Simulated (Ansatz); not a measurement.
Relaxed structures of AlBSiH5O (charge +1), singlet (PBE0-D4/def2-TZVP; forces vanish, vibrations not checked; lower isomers may exist, and structures with a doubtful reference or unclear bonds are left out; Å). Computed with Ansatz 0.2.0 (basis: def2-TZVPP); correlated methods freeze the cores.

(1) Rank them by CCSD(T) energy, lowest first, and give each one's height above the lowest. Links in brackets join atoms within 1.22 times the sum of their covalent radii (1.1 for two metals). (To be estimated.)
A.
AlBSiH₅O ([OH2][SiH][B][AlH2]), total charge +1
```
9
angstrom
B 0.2411 -0.3030 0.7229
Si 1.1144 0.0997 -0.9258
O -0.1195 1.1898 -1.8030
Al -0.7626 -1.4645 2.2069
H -0.3911 0.9900 -2.7104
H -0.1781 2.1423 -1.6351
H 2.3436 0.9194 -1.0157
H 0.1812 -2.2166 3.2165
H -2.3344 -1.3973 2.1280
```
B.
AlBSiH₅O ([BH2][SiH][O][AlH2]), total charge +1
```
9
angstrom
B -0.0890 0.9784 -2.0893
Si 0.8109 0.5952 -0.3341
O 0.1046 -0.3035 0.7222
Al -0.6019 -1.3032 2.0005
H 0.1031 0.2423 -3.0035
H -0.7940 1.9324 -2.1741
H 2.1406 1.1188 0.0499
H -0.2080 -2.8064 1.8424
H -1.4664 -0.4540 2.9860
```
C.
AlBSiH₅O ([BH2][SiH][Al][OH2]), total charge +1
```
9
angstrom
B 0.0062 1.2319 -2.2482
Si 0.3660 0.8787 -0.3364
O -0.5439 -1.4923 2.1897
Al 0.5342 -1.4488 0.5543
H 0.0668 0.3817 -3.0824
H -0.3337 2.3357 -2.5520
H 1.7799 1.3584 -0.1562
H -0.6494 -2.2533 2.7782
H -1.0477 -0.7441 2.5394
```

The T1 diagnostic stays at or below 0.022. The restricted Hartree–Fock reference is unstable towards an unrestricted one at one or more of these structures. A large double-excitation amplitude points to some diradical character; no triplet was computed.

## Answers

(1) By the calculation: B (0.000 eV), C (2.043 eV), A (3.843 eV). Heights count from the lowest.

For scale, one of the runs: CCSD(T)/def2-TZVPP, 216 basis functions, launched by `ansatz run in.yaml --threads 2 --pin off --events-out ev --progress --plain --max-ram 4352MiB`. Time: 60 s of wall clock on 2 CPU threads of an Arm Neoverse V2; the host was shared. Peak host memory: 2.9 GiB.
